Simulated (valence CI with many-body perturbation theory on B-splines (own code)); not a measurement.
# Level structure of Tc XXIX

Calculated by relativistic CI+MBPT: five valence electrons over a frozen Dirac-Fock core [Ne], a basis of 11 s, 11 p, 10 d, 8 f, 5 g, 2 h functions for each j, with the one-electron correlation potential Σ1 (screened to all orders), the two-electron term Σ2, the three-electron term Σ3, Breit, model QED; selected single and double excitations, second order for the rest, scaled by the run's own slope (own B-spline code, finite nucleus).

The last digits are not significant, and no measured levels were compared; by estimate large intervals hold to a few tenths of a per cent, small ones and those within an open d or f shell to about a per cent. Among the levels kept, up to 3800 cm⁻¹ of a level comes from second order outside the variational space, and about a tenth of that is noise between levels of different J, which matters for small intervals.

Levels 46 to 90 of 167, with energies above the lowest level, 3s2 3p3 4S°_3/2. "Leading %" is the weight of the configuration and term that name the level; weights of strongly mixed levels are sums over their largest components and can fall short. In the jj column 3d3/2^4 stands for four electrons in 3d with j = 3/2.

```csv
No.,Configuration,Term,J,E (eV),Leading %,Leading jj,Second component,g
46,3s 3p3 3d,6D°,9/2,206.84,76,3s 3p1/2^2 3p3/2 3d5/2 (66 %),20 % 3s 3p3 3d 4F°,1.492
47,3p5,2P°,3/2,210.63,50,3p1/2^2 3p3/2^3 (50 %),36 % 3s 3p3 3d 2P°,1.312
48,3s 3p3 3d,4F°,3/2,212.34,47,3s 3p1/2^2 3p3/2 3d3/2 (38 %),18 % 3s 3p3 3d 4D°,0.794
49,3s 3p3 3d,4D°,5/2,214.87,37,3s 3p1/2^2 3p3/2 3d5/2 (57 %),18 % 3s 3p3 3d 6D°,1.334
50,3s 3p3 3d,4D°,7/2,222.81,44,3s 3p1/2 3p3/2^2 3d5/2 (46 %),22 % 3s 3p3 3d 6D°,1.345
51,3s 3p3 3d,4G°,5/2,223.83,39,3s 3p1/2^2 3p3/2 3d3/2 (43 %),22 % 3s 3p3 3d 4F°,0.887
52,3s 3p3 3d,4D°,3/2,224.53,56,3s 3p1/2 3p3/2^2 3d3/2 (66 %),19 % 3s 3p3 3d 4F°,1.042
53,3s 3p3 3d,4D°,1/2,224.74,78,3s 3p1/2 3p3/2^2 3d3/2 (37 %),4 % 3s2 3p 3d2 4D°,0.188
54,3s 3p3 3d,4F°,5/2,226.86,39,3s 3p1/2 3p3/2^2 3d3/2 (46 %),19 % 3s 3p3 3d 4D°,1.053
55,3s 3p3 3d,4D°,1/2,226.92,34,3s 3p1/2^2 3p3/2 3d3/2 (46 %),15 % 3s 3p3 3d 2S°,1.172
56,3s 3p3 3d,4F°,7/2,227.97,42,3s 3p1/2 3p3/2^2 3d3/2 (54 %),24 % 3s 3p3 3d 4G°,1.202
57,3s 3p3 3d,2S°,1/2,229.90,19,3s 3p1/2 3p3/2^2 3d5/2 (31 %),14 % 3s 3p3 3d 4D°,1.277
58,3s 3p3 3d,4F°,7/2,230.15,41,3s 3p1/2^2 3p3/2 3d5/2 (42 %),26 % 3s 3p3 3d 4G°,1.192
59,3s 3p3 3d,4G°,9/2,233.23,41,3s 3p1/2 3p3/2^2 3d5/2 (47 %),37 % 3s 3p3 3d 4F°,1.272
60,3p5,2P°,1/2,235.24,29,3p1/2 3p3/2^4 (29 %),27 % 3s 3p3 3d 2P°,0.536
61,3s 3p3 3d,2G°,7/2,235.38,40,3s 3p1/2^2 3p3/2 3d5/2 (38 %),20 % 3s 3p3 3d 4D°,1.103
62,3s 3p3 3d,2D°,5/2,235.93,21,3s 3p1/2^2 3p3/2 3d5/2 (40 %),20 % 3s 3p3 3d 2F°,1.128
63,3s 3p3 3d,4D°,3/2,236.70,59,3s 3p1/2^2 3p3/2 3d5/2 (38 %),7 % 3s 3p3 3d 2P°,1.219
64,3s 3p3 3d,4F°,9/2,237.46,63,3s 3p1/2 3p3/2^2 3d5/2 (75 %),22 % 3s 3p3 3d 4G°,1.292
65,3s 3p3 3d,4P°,3/2,238.36,30,3s 3p1/2^2 3p3/2 3d5/2 (27 %),14 % 3s 3p3 3d 4S°,1.469
66,3s 3p3 3d,4G°,11/2,242.63,95,3s 3p1/2 3p3/2^2 3d5/2 (95 %),4 % 3s2 3p 3d2 4G°,1.270
67,3s 3p3 3d,2G°,9/2,242.82,70,3s 3p1/2 3p3/2^2 3d3/2 (54 %),8 % 3s 3p3 3d 4G°,1.141
68,3s 3p3 3d,4P°,5/2,245.13,53,3s 3p1/2 3p3/2^2 3d3/2 (37 %),13 % 3s 3p3 3d 4D°,1.396
69,3s2 3p 3d2,4G°,5/2,246.56,22,3s^2 3p1/2 3d3/2^2 (45 %),18 % 3s2 3p 3d2 2F°,0.946
70,3s 3p3 3d,4P°,1/2,246.99,30,3s 3p1/2 3p3/2^2 3d5/2 (33 %),11 % 3s 3p3 3d 4D°,1.396
71,3s 3p3 3d,4S°,3/2,247.78,22,3s 3p1/2 3p3/2^2 3d3/2 (50 %),19 % 3s 3p3 3d 2D°,1.376
72,3s 3p3 3d,4D°,7/2,247.90,44,3s 3p1/2 3p3/2^2 3d3/2 (44 %),15 % 3s 3p3 3d 4G°,1.214
73,3s 3p3 3d,2S°,1/2,248.30,27,3s 3p1/2 3p3/2^2 3d5/2 (48 %),21 % 3s 3p3 3d 4P°,1.418
74,3s 3p3 3d,2D°,3/2,248.91,32,3s 3p1/2 3p3/2^2 3d3/2 (51 %),24 % 3s 3p3 3d 4F°,0.900
75,3s 3p3 3d,4D°,5/2,251.19,59,3s 3p1/2 3p3/2^2 3d5/2 (58 %),10 % 3s 3p3 3d 2F°,1.310
76,3s 3p3 3d,4F°,5/2,251.61,15,3s 3p1/2 3p3/2^2 3d3/2 (35 %),14 % 3s 3p3 3d 4P°,1.207
77,3s 3p3 3d,4P°,3/2,252.92,36,3s 3p1/2 3p3/2^2 3d3/2 (47 %),12 % 3s 3p3 3d 2D°,1.182
78,3s 3p3 3d,4F°,7/2,253.32,21,3s 3p1/2 3p3/2^2 3d5/2 (35 %),18 % 3s 3p3 3d 2F°,1.147
79,3s 3p3 3d,4F°,3/2,253.40,45,3s 3p1/2 3p3/2^2 3d3/2 (57 %),17 % 3s 3p3 3d 4D°,0.876
80,3s 3p3 3d,2F°,7/2,254.89,26,3s 3p1/2 3p3/2^2 3d5/2 (54 %),19 % 3s 3p3 3d 4D°,1.215
81,3s 3p3 3d,4P°,5/2,255.26,34,3s 3p1/2 3p3/2^2 3d5/2 (69 %),13 % 3s 3p3 3d 4D°,1.290
82,3s 3p3 3d,2G°,9/2,256.07,32,3s 3p1/2 3p3/2^2 3d5/2 (56 %),20 % 3s 3p3 3d 4F°,1.180
83,3s 3p3 3d,4S°,3/2,256.47,30,3s 3p1/2 3p3/2^2 3d5/2 (56 %),21 % 3s 3p3 3d 2P°,1.635
84,3s 3p3 3d,4D°,7/2,257.19,37,3s 3p1/2 3p3/2^2 3d5/2 (44 %),24 % 3s 3p3 3d 2G°,1.204
85,3s2 3p 3d2,4G°,5/2,257.72,32,3s 3p1/2 3p3/2^2 3d5/2 (32 %),29 % 3s 3p3 3d 2D°,0.943
86,3s 3p3 3d,4P°,1/2,259.54,44,3s 3p1/2 3p3/2^2 3d3/2 (63 %),18 % 3s 3p3 3d 2P°,1.532
87,3s 3p3 3d,4F°,5/2,259.95,26,3s 3p1/2 3p3/2^2 3d5/2 (34 %),18 % 3s2 3p 3d2 4G°,1.039
88,3s2 3p 3d2,4G°,7/2,260.62,34,3s^2 3p1/2 3d3/2 3d5/2 (41 %),20 % 3s 3p3 3d 2F°,1.020
89,3s 3p3 3d,4D°,3/2,261.72,27,3s 3p1/2 3p3/2^2 3d5/2 (51 %),23 % 3s 3p3 3d 2D°,1.067
90,3s 3p3 3d,2P°,3/2,264.40,12,3s 3p1/2 3p3/2^2 3d3/2 (22 %),12 % 3s 3p3 3d 2D°,1.088
```

Names give the largest LS component (configuration and term), which can be under half, so a name can repeat, a term be missing and a line seem to break the LS rules; names also repeat where a configuration has a term twice.

Where two levels of one J and parity lie close, their mixing, g and order are uncertain.
